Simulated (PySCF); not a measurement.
Spectrum to structure. Method: PySCF 2.14.0, density-fitted response routines, TDDFT PBE0/def2-SVPD, vertical, gas phase, core orbitals frozen in the response. Geometries: GFN2-xTB, one conformer each.

| state | λ (nm) | f |
| --- | --- | --- |
| S1 | 257.2 | 0.0029 |
| S2 | 215.9 | 0.010 |
| S3 | 210.6 | 0.0012 |
| S4 | 204.2 | 0.0055 |
| S5 | 191.5 | 0.0031 |
| S6 | 186.7 | 0.0088 |

Triplets computed (Tamm–Dancoff): 4.51, 5.39 eV.

Orbital energies (eV): HOMO-3 -9.67, HOMO-2 -8.74, HOMO-1 -8.58, HOMO -6.93, LUMO -0.74, LUMO+1 0.02, LUMO+2 0.31.

**Question.** Which candidate is it?
A. `C(=C)[Si@@H](C=O)C#N`
B. `O=C(O)CS[SiH3]`
C. `c1nscc1C[SiH3]`

**Answer.** B. Its S1 lies at 4.82 eV; the nearest of the others has S1 at 5.39 eV. S1 is HOMO→LUMO (98%). Löwdin shares by element: HOMO sulfur 70%, carbon 10% or more, silicon 9%; LUMO oxygen 34%, carbon 32% or more, sulfur 13% (atoms not listed hold the other 21%). At the same level the other candidates give, for their lowest levels:
- `C=C[Si@H](C#N)C=O`: 385 nm (f 0.001); 236 nm (f 0.005); 224 nm (f 0.010); 216 nm (f 0.028); 205 nm (f 0.041); T1 2.49 eV; HOMO -7.65, LUMO -2.28 eV
- `[SiH3]Cc1cnsc1`: 230 nm (f 0.133); 222 nm (f 0.003); 208 nm (f 0.000); 202 nm (f 0.043); 194 nm (f 0.006); T1 3.93 eV; HOMO -7.13, LUMO -0.96 eV

The values belong to the conformer `[O:1]=[C:2]([OH:3])[CH2:4][S:5][SiH3:6]`: O1–C2–C4–S5 -40°, C2–C4–S5–Si6 49°, H–O3–C2–O1 1°.
